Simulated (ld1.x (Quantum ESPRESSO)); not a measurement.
# tin: ultrasoft pseudisation with PW91, scalar-relativistic reference atom.

Sn, ultrasoft, made with ld1.x (Quantum ESPRESSO) 7.5 (PW91, scalar-relativistic). Core [Kr], reference 4d10 5s2 5p2. Waves: 5s (bound): rcut 1.20, rcutus 1.70 bohr; 5s channel at 4 Ry: rcut 1.20, rcutus 1.70 bohr; 5p (bound): rcut 1.90, rcutus 2.40 bohr; 5p channel at 1.7 Ry: rcut 1.90, rcutus 2.40 bohr; 4d (bound): rcut 1.50, rcutus 1.70 bohr; 4d channel at 0.45 Ry: rcut 1.50, rcutus 1.70 bohr. Local part: all-electron potential smoothed inside 1.45 bohr (lloc = -1). Core correction: none. Augmentation charge: PSQ, radius 1.15 bohr.

Problem. Is a potential produced?

Solution. No. ld1.x (Quantum ESPRESSO) 7.5 stopped with "chargeps: negative rho": the pseudo-density turned negative during the self-consistent test, most likely because a state had been found with a wrong node count and its wave set to zero before. Before that it printed "Warning: n=1, l=0 expected 0 nodes, found 1".
